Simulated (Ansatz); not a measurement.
Ansatz (a quantum-chemistry and plane-wave program) input (B3LYP/LANL2DZ): The .json file is the Basis Set Exchange's LANL2DZ.

Ansatz 0.2 input:
```yaml
crystal:
  periodic: [false, false, false]
  atoms:
    - {symbol: F, position_ang: [-0.00352200, 1.68800700, -1.15610800]}
    - {symbol: Si, position_ang: [-0.01083700, 0.66568700, 0.04695100]}
    - {symbol: F, position_ang: [-0.04851200, 1.50829300, 1.38154400]}
    - {symbol: Br, position_ang: [1.82841900, -0.51688000, -0.00418900]}
    - {symbol: Br, position_ang: [-1.81070400, -0.57130000, -0.07256100]}
basis:
  gaussian:
    orbitals: LANL2DZ.json
hamiltonian:
  xc: {name: B3LYP}
relax: {f_tol: 0.003, max_steps: 120}
```

Output:

```
Functional definition: B3LYP
integrals: 0.01 GiB planned
594 factors; integrals over basis functions are off by at most 8.9e-5 eV
mean field: 0.12 GiB planned
mean field evaluation 1: about -6255.5350 eV, gradient 4.3e1 eV
mean field evaluation 2: about -6250.8112 eV, gradient 7.2e1 eV
mean field evaluation 4: about -6259.2735 eV, gradient 1.0e0 eV
mean field evaluation 8: about -6259.3355 eV, gradient 9.1e-3 eV
mean field -6259.33546398 eV, -230.0263355712 hartree, gradient 1.4e-6 eV, S^2 0.000000; 0 other end points of the search recorded, 0 dependent functions left out
the calculation of the forces begins
reference -6259.33568080 eV, -230.0263435394 hartree; 18, 18 occupied and 24, 24 virtual orbitals, 594 factors
relax step   1: F+E_penalty+E_count = -6259.33546398 eV  Δ(F+E_penalty+E_count) = +0.000e0 eV  max|allowed force component| = 2.648e0 eV/Å  Δτ_max = 0.0000 Å  (25 SCF iters, accepted)
these checks for a lower state are left out or cut short: starts, cluster_reference, orbital_swaps, neighbouring_geometries, increment
integrals: 0.01 GiB planned
594 factors; integrals over basis functions are off by at most 9.9e-5 eV
mean field: 0.12 GiB planned
mean field evaluation 16: about -6259.5571 eV, gradient 9.8e0 eV
mean field -6259.71421787 eV, -230.0402545202 hartree, gradient 8.5e-6 eV, S^2 0.000000; 0 other end points of the search recorded, 0 dependent functions left out
the calculation of the forces begins
reference -6259.71443812 eV, -230.0402626141 hartree; 18, 18 occupied and 24, 24 virtual orbitals, 594 factors
relax step   2: F+E_penalty+E_count = -6259.71421787 eV  Δ(F+E_penalty+E_count) = -3.788e-1 eV  max|allowed force component| = 1.790e0 eV/Å  Δτ_max = 0.1169 Å  (27 SCF iters, accepted)
these checks for a lower state are left out or cut short: starts, cluster_reference, orbital_swaps, neighbouring_geometries, increment
integrals: 0.01 GiB planned
594 factors; integrals over basis functions are off by at most 9.9e-5 eV
mean field: 0.12 GiB planned
mean field -6259.79633399 eV, -230.0432722320 hartree, gradient 2.4e-5 eV, S^2 0.000000; 0 other end points of the search recorded, 0 dependent functions left out
the calculation of the forces begins
reference -6259.79655433 eV, -230.0432803292 hartree; 18, 18 occupied and 24, 24 virtual orbitals, 594 factors
relax step   3: F+E_penalty+E_count = -6259.79633399 eV  Δ(F+E_penalty+E_count) = -8.212e-2 eV  max|allowed force component| = 5.300e-1 eV/Å  Δτ_max = 0.0425 Å  (27 SCF iters, accepted)
these checks for a lower state are left out or cut short: starts, cluster_reference, orbital_swaps, neighbouring_geometries, increment
integrals: 0.01 GiB planned
594 factors; integrals over basis functions are off by at most 1.0e-4 eV
mean field: 0.12 GiB planned
mean field evaluation 32: about -6259.7476 eV, gradient 1.3e0 eV
mean field -6259.80132953 eV, -230.0434558146 hartree, gradient 2.7e-5 eV, S^2 0.000000; 0 other end points of the search recorded, 0 dependent functions left out
the calculation of the forces begins
reference -6259.80154973 eV, -230.0434639068 hartree; 18, 18 occupied and 24, 24 virtual orbitals, 594 factors
relax step   4: F+E_penalty+E_count = -6259.80132953 eV  Δ(F+E_penalty+E_count) = -4.996e-3 eV  max|allowed force component| = 7.437e-2 eV/Å  Δτ_max = 0.0107 Å  (26 SCF iters, accepted)
these checks for a lower state are left out or cut short: starts, cluster_reference, orbital_swaps, neighbouring_geometries, increment
integrals: 0.01 GiB planned
594 factors; integrals over basis functions are off by at most 1.0e-4 eV
mean field: 0.12 GiB planned
mean field -6259.80143773 eV, -230.0434597908 hartree, gradient 1.8e-5 eV, S^2 0.000000; 0 other end points of the search recorded, 0 dependent functions left out
the calculation of the forces begins
reference -6259.80165788 eV, -230.0434678813 hartree; 18, 18 occupied and 24, 24 virtual orbitals, 594 factors
relax step   5: F+E_penalty+E_count = -6259.80143773 eV  Δ(F+E_penalty+E_count) = -1.082e-4 eV  max|allowed force component| = 1.116e-2 eV/Å  Δτ_max = 0.0016 Å  (23 SCF iters, accepted)
these checks for a lower state are left out or cut short: starts, cluster_reference, orbital_swaps, neighbouring_geometries, increment
integrals: 0.01 GiB planned
594 factors; integrals over basis functions are off by at most 1.0e-4 eV
mean field: 0.12 GiB planned
mean field -6259.80145924 eV, -230.0434605814 hartree, gradient 6.0e-6 eV, S^2 0.000000; 0 other end points of the search recorded, 0 dependent functions left out
the calculation of the forces begins
reference -6259.80167940 eV, -230.0434686718 hartree; 18, 18 occupied and 24, 24 virtual orbitals, 594 factors
relax step   6: F+E_penalty+E_count = -6259.80145924 eV  Δ(F+E_penalty+E_count) = -2.151e-5 eV  max|allowed force component| = 1.314e-3 eV/Å  Δτ_max = 0.0022 Å  (23 SCF iters, accepted)
integrals: 0.01 GiB planned
594 factors; integrals over basis functions are off by at most 1.0e-4 eV
mean field: 0.12 GiB planned
mean field evaluation 64: about -6259.8015 eV, gradient 5.2e-3 eV
mean field -6259.80145924 eV, -230.0434605814 hartree, gradient 6.0e-6 eV, S^2 0.000000; 1 other end points of the search recorded, 0 dependent functions left out
the calculation of the forces begins
reference -6259.80167940 eV, -230.0434686718 hartree; 18, 18 occupied and 24, 24 virtual orbitals, 594 factors
Total energy: -6259.80167940 eV, -230.0434686718 hartree
Atom 0 at    -0.003318     1.745654    -1.212867 Å, force     0.000019    -0.000618    -0.000521 eV/Å
Atom 1 at    -0.010676     0.655771     0.046252 Å, force    -0.000002     0.000129     0.000009 eV/Å
Atom 2 at    -0.050454     1.557368     1.445830 Å, force     0.000002    -0.000685     0.000429 eV/Å
Atom 3 at     1.942568    -0.563587    -0.005473 Å, force    -0.001314     0.000567     0.000017 eV/Å
Atom 4 at    -1.923277    -0.621398    -0.078105 Å, force     0.001295     0.000606     0.000066 eV/Å
Dipole moment:     0.004886    -0.300158    -0.021170 e Å
```

The geometry given is a B3LYP-D3(BJ)/def2-TZVP minimum.
